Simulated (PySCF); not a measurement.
First SCF of a structure search on triplet CoNCl2, at a hand-made trigonal planar geometry. PySCF input:

```python
from pyscf import gto, scf, dft
mol = gto.M(atom='''
Co    -0.000010     0.000000    -0.354240
N     -0.000010     0.000000    -1.984220
Cl    -1.818660     0.000000     0.695770
Cl     1.818670     0.000000     0.695790''',
    basis={'Co': 'def2-TZVP', 'N': 'def2-TZVP', 'Cl': 'def2-TZVP'},
    charge=0, spin=2)
mf = dft.UKS(mol, xc='PBE0')
mf.grids.atom_grid = (50, 194)
aux = {'Co': 'def2-universal-JKFIT', 'N': 'def2-universal-JKFIT', 'Cl': 'def2-universal-JKFIT'}
mf = mf.density_fit(auxbasis=aux)
mf.conv_tol = 1e-08
mf.diis_space = 10
mf.max_cycle = 60
mf.init_guess = 'minao'
mf.verbose = 4
mf.kernel()
```

Excerpt of the output (cycles alone); where DIIS stalls, ADIIS, DIIS with a small level shift and a second-order solver take over in turn:

```
init E= -2356.36473119956
cycle= 1 E= -2339.84504469533  delta_E= 16.5  |g|= 5.72  |ddm|= 15.2
cycle= 2 E= -2263.91611671467  delta_E= 75.9  |g|= 16.6  |ddm|= 18.4
cycle= 3 E= -2324.50971609192  delta_E= -60.6  |g|= 11.1  |ddm|= 7.07
cycle= 4 E= -2335.5532467459  delta_E=  -11  |g|= 9.24  |ddm|= 2.63
cycle= 5 E= -2341.30544116567  delta_E= -5.75  |g|= 7.64  |ddm|= 3.41
cycle= 6 E= -2343.97352586524  delta_E= -2.67  |g|= 6.31  |ddm|= 2.49
cycle= 7 E= -2348.05599464793  delta_E= -4.08  |g|= 5.31  |ddm|= 2.62
cycle= 8 E= -2354.84831087267  delta_E= -6.79  |g|= 2.45  |ddm|= 2.43
cycle= 9 E= -2356.82284944744  delta_E= -1.97  |g|= 1.17  |ddm|= 1.49
cycle= 10 E= -2356.75304465289  delta_E= 0.0698  |g|= 1.46  |ddm|= 0.446
cycle= 11 E= -2356.8092411703  delta_E= -0.0562  |g|= 1.37  |ddm|= 0.0572
cycle= 12 E= -2356.82301913672  delta_E= -0.0138  |g|= 1.42  |ddm|= 0.796
cycle= 13 E= -2357.32062060438  delta_E= -0.498  |g|= 0.0525  |ddm|= 0.43
... 38 lines left out ...
cycle= 52 E= -2357.32501041005  delta_E= 0.000532  |g|= 0.00489  |ddm|= 0.159
cycle= 53 E= -2357.32540216762  delta_E= -0.000392  |g|= 0.00218  |ddm|= 0.108
cycle= 54 E= -2357.32545494432  delta_E= -5.28e-05  |g|= 0.00217  |ddm|= 0.0196
cycle= 55 E= -2357.32545473392  delta_E= 2.1e-07  |g|= 0.00218  |ddm|= 0.000536
cycle= 56 E= -2357.32546480344  delta_E= -1.01e-05  |g|= 0.0022  |ddm|= 0.00405
cycle= 57 E= -2357.32545393969  delta_E= 1.09e-05  |g|= 0.00222  |ddm|= 0.00421
cycle= 58 E= -2357.3254440317  delta_E= 9.91e-06  |g|= 0.00219  |ddm|= 0.00371
cycle= 59 E= -2357.32543936606  delta_E= 4.67e-06  |g|= 0.00217  |ddm|= 0.00217
cycle= 60 E= -2357.32548580816  delta_E= -4.64e-05  |g|= 0.00222  |ddm|= 0.0166
SCF not converged.
init E= -2356.36473119956
cycle= 1 E= -2339.84504469533  delta_E= 16.5  |g|= 5.72  |ddm|= 15.2
cycle= 2 E= -2263.91611671467  delta_E= 75.9  |g|= 16.6  |ddm|= 18.4
cycle= 3 E= -2344.19299308498  delta_E= -80.3  |g|= 6.96  |ddm|= 9.75
cycle= 4 E= -2348.11812016136  delta_E= -3.93  |g|= 3.99  |ddm|=  4.2
cycle= 5 E= -2356.42509457394  delta_E= -8.31  |g|= 1.18  |ddm|= 2.63
cycle= 6 E= -2353.56970114825  delta_E= 2.86  |g|= 3.21  |ddm|= 1.65
cycle= 7 E= -2354.66664811836  delta_E= -1.1  |g|= 2.57  |ddm|= 1.65
cycle= 8 E= -2357.10734491343  delta_E= -2.44  |g|= 0.813  |ddm|=  1.4
cycle= 9 E= -2355.91991467776  delta_E= 1.19  |g|= 2.45  |ddm|= 0.894
cycle= 10 E= -2357.05977031154  delta_E= -1.14  |g|= 0.837  |ddm|= 0.515
cycle= 11 E= -2357.20818807967  delta_E= -0.148  |g|= 0.495  |ddm|= 0.473
cycle= 12 E= -2357.28980480576  delta_E= -0.0816  |g|= 0.109  |ddm|= 0.309
cycle= 13 E= -2357.28386633293  delta_E= 0.00594  |g|= 0.179  |ddm|= 0.169
cycle= 14 E= -2357.29709384335  delta_E= -0.0132  |g|= 0.0452  |ddm|= 0.115
cycle= 15 E= -2357.27585644727  delta_E= 0.0212  |g|= 0.311  |ddm|= 0.121
cycle= 16 E= -2357.30020277066  delta_E= -0.0243  |g|= 0.0515  |ddm|= 0.0766
cycle= 17 E= -2357.27466049932  delta_E= 0.0255  |g|= 0.329  |ddm|= 0.142
cycle= 18 E= -2357.30346957104  delta_E= -0.0288  |g|= 0.0566  |ddm|= 0.0844
cycle= 19 E= -2357.27354772126  delta_E= 0.0299  |g|= 0.341  |ddm|= 0.157
cycle= 20 E= -2357.3067345743  delta_E= -0.0332  |g|= 0.0612  |ddm|= 0.0959
SCF not converged.
init E= -2357.3067345743
cycle= 1 E= -2357.29682074976  delta_E= 0.00991  |g|= 0.208  |ddm|= 0.126
cycle= 2 E= -2357.09350284081  delta_E= 0.203  |g|= 0.92  |ddm|= 0.359
cycle= 3 E= -2357.2908491875  delta_E= -0.197  |g|= 0.23  |ddm|= 0.204
cycle= 4 E= -2357.31265118583  delta_E= -0.0218  |g|= 0.0489  |ddm|= 0.0963
cycle= 5 E= -2357.31518133867  delta_E= -0.00253  |g|= 0.0205  |ddm|= 0.0533
cycle= 6 E= -2357.3168615042  delta_E= -0.00168  |g|= 0.0116  |ddm|= 0.0561
cycle= 7 E= -2357.31799988731  delta_E= -0.00114  |g|= 0.0119  |ddm|= 0.0655
cycle= 8 E= -2357.31822668376  delta_E= -0.000227  |g|= 0.00597  |ddm|= 0.0207
cycle= 9 E= -2357.31831582511  delta_E= -8.91e-05  |g|= 0.00273  |ddm|= 0.018
cycle= 10 E= -2357.31832979578  delta_E= -1.4e-05  |g|= 0.00196  |ddm|= 0.00657
cycle= 11 E= -2357.31833334482  delta_E= -3.55e-06  |g|= 0.00046  |ddm|= 0.00263
cycle= 12 E= -2357.31833406892  delta_E= -7.24e-07  |g|= 0.00019  |ddm|= 0.00138
cycle= 13 E= -2357.31833421611  delta_E= -1.47e-07  |g|= 0.000129  |ddm|= 0.000657
cycle= 14 E= -2357.31833426172  delta_E= -4.56e-08  |g|= 5.09e-05  |ddm|= 0.000355
cycle= 15 E= -2357.31833427113  delta_E= -9.41e-09  |g|= 2.06e-05  |ddm|= 0.000154
Extra cycle  E= -2357.31833427307  delta_E= -1.94e-09  |g|= 2.79e-05  |ddm|= 8.1e-05
converged SCF energy = -2357.31833427307  <S^2> = 3.0476417  2S+1 = 3.631882
```

This is not the lowest solution: another start and a stability analysis within the same unrestricted form found one 44.7 kJ/mol lower, at -2357.33538 Eh.

Other spin states or occupations of the open shell can lie lower.

The search for the lowest solution, 3 starts and the stability check together, took 100 s on 4 threads of a shared Arm Neoverse V1 host, with 150 basis functions; the process peaked at 0.75 GiB. Launch command: `OMP_NUM_THREADS=4 python axn.py task.json out`.
